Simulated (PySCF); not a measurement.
Computed shifts of a molecule C4H7FSi, PBE0/pcSseg-1 run with PySCF, GIAO, gas phase, atoms alike by connectivity averaged where their shifts nearly agree, in ppm (number of nuclei): ¹³C: 222.9 (1), 147.1 (1), 96.2 (1), -5.4 (1). ¹⁹F: -180.8 (1). ²⁹Si: -41.3 (1). ¹H: 5.94 (2), 4.93 (1), 4.51 (1), 0.74 (3). References: ¹³C against TMS (σ = 186.3 ppm); ¹⁹F against CFCl3 (σ = 167.2 ppm); ²⁹Si against TMS (σ = 352.7 ppm); ¹H against TMS (σ = 31.56 ppm), references at their B3LYP-D3(BJ)/def2-TZVP geometries, non-relativistic. Geometry optimised at r2SCAN-D4/def2-SVP. The values are those of a single conformer.

Q: Which molecule gave these data?
A) C=C=C(F)[SiH2]C
B) C=C1[SiH2]C[C@H]1F
C) FC[Si@H]1C=CC1
D) C=C([SiH3])/C=C\F

A: A, C=C=C(F)[SiH2]C
